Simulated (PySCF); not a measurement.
[CeBr2]+ at several levels of theory

Computed with PySCF 2.14.0 (density fitting, no spin-orbit coupling) at the geometry relaxed with PBE0:

```xyz
3
[CeBr2]+ (singlet in the valence; each metal's 4f electrons, 1 of them, lie in its core potential, out of spins and levels)
Ce    0.0000    0.0000   -0.8743
Br    2.1236    0.0000    0.6759
Br   -2.1236    0.0000    0.6759
```

```
 level                                   basis    state  HOMO (eV)  gap (eV)  charge on Ce1 (e)  population of f-type functions on Ce1 (polarisation alone where 4f lies in the core)  dipole about the centre of mass (D)  largest force component (eV/Å)
  PBE0  Ce lcecp-1-SVP with ECP47, Br def2-SVP  singlet     -12.70      5.15               1.33                                                                                  0.04                                 8.14                            0.02
r2SCAN                                the same  singlet     -11.83      3.93               1.32                                                                                  0.04                                 8.05                            0.23
 TPSSh                                the same  singlet     -12.08      4.28               1.34                                                                                  0.04                                 8.07                            0.27
```

In the lcecp rows the 4f levels are missing from HOMO and gap, and the state counts the valence alone.

Charges are Mulliken's, which hang on the basis. The relaxation used the grid (50, 194), these runs (75, 302) or, all-electron (x2c bases, spin-free X2C Hamiltonian), (99, 590).

Problem. What does PBE0 with Ce lcecp-1-TZVP with ECP47, Br def2-TZVP give here?

Solution. state singlet, HOMO (eV) -12.65, gap (eV) 5.22, charge on Ce1 (e) 1.57, population of f-type functions on Ce1 (polarisation alone where 4f lies in the core) 0.06, dipole about the centre of mass (D) 8.02, largest force component (eV/Å) 0.12. Time: 18 s on 2 threads of Arm Neoverse V1, on a shared host, from free ions and atoms.

In the first row's basis the gap widens with exact exchange: 3.9 eV for r2SCAN (none); 4.3 to 5.2 eV for TPSSh, PBE0 (a fixed share).

An lcecp potential fixes the number of 4f electrons, so in runs with it no electron can move into or out of that shell.
